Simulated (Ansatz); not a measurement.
Reaction (substitution at a C–Ga bond): `[CH3][Ga]([NH2])[CH2]F` + `B[SeH]` → `B[Se]CF` + `[CH3][GaH][NH2]`

Isolated molecules relaxed with PBE0-D4/def2-TZVP in Ansatz; ΔE leaves out vibrations. CCSD(T)/CBS adds triple-zeta CCSD(T) − MP2 to the extrapolated MP2 energy (def2 sets, frozen cores). DFT in def2-TZVPP. B3LYP here is the variant with VWN-RPA as its local correlation; programs differ in this. For Ga, Se outer-core shells are correlated without core-valence functions, which leaves a few kJ/mol of doubt a bond. Scalar relativity is left out up to krypton. One conformer a species, not always the lowest.

Problem. Is it downhill or uphill in electronic energy at CCSD(T)/CBS, and by how much? (An estimate is asked.)

Solution. The calculation gave: Uphill: ΔE = +15.5 kJ/mol.

Problem. What do these levels give: PBE0-D4, B2PLYP, PBE, PBE0, B3LYP, HF/def2-TZVPP, MP2/def2-TZVPP, SCS-MP2/def2-TZVPP, CCSD(T)/def2-TZVPP, MP2/def2-QZVPP, SCS-MP2/def2-QZVPP, HF/CBS(def2)? (Estimate.)

Solution. Computed: PBE0-D4 11.1, B2PLYP 12.6, PBE 9.1, PBE0 11.1, B3LYP 13.3, HF/def2-TZVPP 14.5, MP2/def2-TZVPP 11.9, SCS-MP2/def2-TZVPP 12.1, CCSD(T)/def2-TZVPP 13.8, MP2/def2-QZVPP 12.7, SCS-MP2/def2-QZVPP 12.9, HF/CBS(def2) 14.0 kJ/mol.

Largest T1 diagnostic among the species: 0.013.
